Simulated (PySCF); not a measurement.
HO₄Re, triplet (typed; the unrestricted solution is spin-contaminated), at a GFN2-xTB geometry (such geometries of metal compounds can be far from the true shape) (the multiplicity is a formal guess) (core potentials on Re), with bond 3-1 at 1.6 times its length; M062X/def2-SV(P) (PySCF).

PySCF was given this input:
```python
from pyscf import gto, scf, dft

mol = gto.Mole()
mol.atom = '''
    Re    0.015965   -0.014552   -0.112133
    O     1.133164    0.839957   -0.984042
    O     0.771879   -0.497117    2.645861
    O    -0.481088   -1.366039   -0.927588
    O    -1.150394    0.869796    1.093606
    H    -1.118092    0.870921    2.061239
'''
mol.basis = 'def2-sv(p)'
mol.ecp = {'Re': 'def2-sv(p)'}
mol.charge = 0
mol.spin = 2
mol.verbose = 4
mol.build()

mf = dft.UKS(mol)
mf.xc = 'm062x'
mf.init_guess = 'mod_huckel'
mf.kernel()
mf.analyze()
```

What the program printed (banner, timings and long lists left out):

```
PySCF version 2.14.0

[INPUT] verbose = 4
[INPUT] num. atoms = 6
[INPUT] num. electrons = 48
[INPUT] charge = 0
[INPUT] spin (= nelec alpha-beta = 2S) = 2
[INPUT] symmetry False subgroup None
[INPUT] Mole.unit = angstrom
[INPUT] Symbol           X                Y                Z      unit          X                Y                Z       unit  Magmom
[...]
nuclear repulsion = 207.294632954767
number of shells = 37
number of NR pGTOs = 150
number of NR cGTOs = 83
basis = def2-sv(p)
ecp = {'Re': 'def2-sv(p)'}

******** <class 'pyscf.dft.uks.UKS'> ********
method = UKS
initial guess = mod_huckel
damping factor = 0
level_shift factor = 0
DIIS = <class 'pyscf.scf.diis.CDIIS'>
diis_start_cycle = 1
diis_space = 8
diis_damp = 0
SCF conv_tol = 1e-09
SCF conv_tol_grad = None
SCF max_cycles = 50
direct_scf = True
direct_scf_tol = 1e-13
number electrons alpha = 25  beta = 23
XC library pyscf.dft.libxc version 7.1.2
    S. Lehtola, C. Steigemann, M. J. T. Oliveira, and M. A. L. Marques,  SoftwareX 7, 1–5 (2018)
XC functionals = m062x
    Y. Zhao and D. G. Truhlar,  Theor. Chem. Acc. 120, 215 (2008)
    Y. Zhao and D. G. Truhlar,  Theor. Chem. Acc. 120, 215 (2008)
radial grids:
    Treutler-Ahlrichs [JCP 102, 346 (1995); DOI:10.1063/1.469408] (M4) radial grids

becke partition: Becke, JCP 88, 2547 (1988); DOI:10.1063/1.454033
pruning grids: <function nwchem_prune>
grids dens level: 3
symmetrized grids: False
atomic radii adjust function: <function treutler_atomic_radii_adjust>
small_rho_cutoff = 0
Set gradient conv threshold to 3.16228e-05
Initial guess from on-the-fly Huckel, doi:10.1021/acs.jctc.8b01089,
employing the updated GWH rule from doi:10.1021/ja00480a005.
Spherically averaged atomic HF for {'O', 'H', 'Re'}

******** <class 'pyscf.scf.atom_hf.AtomSphAverageRHF'> ********
method = AtomSphAverageRHF
initial guess = minao
damping factor = 0
level_shift factor = 0
DIIS = <class 'pyscf.scf.diis.CDIIS'>
diis_start_cycle = 1
diis_space = 8
diis_damp = 0
SCF conv_tol = 1e-09
SCF conv_tol_grad = None
SCF max_cycles = 50
direct_scf = True
direct_scf_tol = 1e-13
atom = Re
Set gradient conv threshold to 3.16228e-05
Initial guess from minao.
init E= -64.8917332993903
cycle= 1 E= -76.7125616583165  delta_E= -11.8  |g|=    0  |ddm|= 7.75
cycle= 2 E= -76.7372831159164  delta_E= -0.0247  |g|=    0  |ddm|= 1.01
cycle= 3 E= -76.7983679450061  delta_E= -0.0611  |g|=    0  |ddm|= 0.529
cycle= 4 E= -76.79941905531  delta_E= -0.00105  |g|=    0  |ddm|= 0.0648
[...]
converged SCF energy = -379.132960067329  <S^2> = 2.2579925  2S+1 = 3.1673285
Total Energy =                        -379.132960067328611
[...]
spin_pop of  0 Re 5dxy      0.02713
spin_pop of  0 Re 5dyz     -0.02229
spin_pop of  0 Re 5dz^2     0.05073
spin_pop of  0 Re 5dxz      0.12517
spin_pop of  0 Re 5dx2-y2   -0.00595
spin_pop of  0 Re 6dxy     -0.00273
spin_pop of  0 Re 6dyz     -0.00555
spin_pop of  0 Re 6dz^2     0.00769
spin_pop of  0 Re 6dxz      0.05180
spin_pop of  0 Re 6dx2-y2   -0.00469
spin_pop of  1 O 1s        0.00000
spin_pop of  1 O 2s       -0.00033
spin_pop of  1 O 3s       -0.00223
spin_pop of  1 O 2px      -0.00322
spin_pop of  1 O 2py      -0.01466
spin_pop of  1 O 2pz      -0.02343
spin_pop of  1 O 3px       0.00157
spin_pop of  1 O 3py       0.00082
spin_pop of  1 O 3pz       0.00085
spin_pop of  1 O 3dxy      0.00007
spin_pop of  1 O 3dyz      0.00016
spin_pop of  1 O 3dz^2     0.00001
spin_pop of  1 O 3dxz     -0.00006
spin_pop of  1 O 3dx2-y2    0.00001
spin_pop of  2 O 1s       -0.00000
spin_pop of  2 O 2s        0.00257
spin_pop of  2 O 3s       -0.00565
spin_pop of  2 O 2px       0.70214
spin_pop of  2 O 2py       0.28729
spin_pop of  2 O 2pz       0.82826
spin_pop of  2 O 3px       0.00070
spin_pop of  2 O 3py      -0.00033
spin_pop of  2 O 3pz      -0.00894
spin_pop of  2 O 3dxy      0.00012
spin_pop of  2 O 3dyz      0.00001
spin_pop of  2 O 3dz^2    -0.00011
spin_pop of  2 O 3dxz      0.00005
spin_pop of  2 O 3dx2-y2    0.00002
spin_pop of  3 O 1s        0.00000
spin_pop of  3 O 2s       -0.00034
spin_pop of  3 O 3s       -0.00086
spin_pop of  3 O 2px      -0.03389
spin_pop of  3 O 2py       0.01541
spin_pop of  3 O 2pz      -0.02301
spin_pop of  3 O 3px       0.00168
spin_pop of  3 O 3py       0.00055
spin_pop of  3 O 3pz       0.00034
spin_pop of  3 O 3dxy      0.00017
spin_pop of  3 O 3dyz     -0.00002
spin_pop of  3 O 3dz^2     0.00003
spin_pop of  3 O 3dxz      0.00009
spin_pop of  3 O 3dx2-y2   -0.00007
spin_pop of  4 O 1s       -0.00000
spin_pop of  4 O 2s        0.00701
spin_pop of  4 O 3s        0.00126
spin_pop of  4 O 2px       0.02819
spin_pop of  4 O 2py       0.01590
spin_pop of  4 O 2pz       0.00600
spin_pop of  4 O 3px       0.00141
spin_pop of  4 O 3py       0.00037
spin_pop of  4 O 3pz      -0.00164
spin_pop of  4 O 3dxy     -0.00009
spin_pop of  4 O 3dyz     -0.00000
spin_pop of  4 O 3dz^2     0.00053
spin_pop of  4 O 3dxz     -0.00005
spin_pop of  4 O 3dx2-y2   -0.00004
spin_pop of  5 H 1s       -0.00323
spin_pop of  5 H 2s        0.00686
In total            25.00000 | 23.00000
Dipole moment(X, Y, Z, Debye): -0.53131,  0.45202,  2.27262
```
